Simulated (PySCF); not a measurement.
**Working out the ionisation energy of Mo**

Mo [Kr] 4d5 5s1 (7S) → Mo⁺ [Kr] 4d5 (6S). Calculation: PySCF 2.14, in cc-pVTZ-PP with ECP28MDF; scalar relativity through the core potential. Frozen: 4s2 4p6. Energies in hartree (1 hartree = 27.21139 eV):

```tsv
part	Mo (lower)	Mo⁺ (upper)
UHF	-67.345045	-67.115599
MP2 opposite-spin	0.000000	0.000000
MP2 same-spin	-0.078747	-0.058826
```

Question: What does Hartree-Fock give?

Answer: (-67.115599) − (-67.345045) = 0.229446 hartree = 6.244 eV.

Question: What do MP2 and SCS-MP2 (6/5 opposite-spin, 1/3 same-spin) give?

Answer: The opposite-spin parts differ by 0.000 eV and the same-spin parts by 0.542 eV. MP2: 6.244 + (0.000) + (0.542) = 6.786 eV. SCS-MP2: 6.244 + 1.2 × (0.000) + (0.542)/3 = 6.425 eV.

Measured between the centres of the two terms (NIST): 7.092 eV, so MP2 (valence) is off by -0.306 eV.

What remains against the reference includes basis incompleteness, the frozen core and correlation beyond second order.
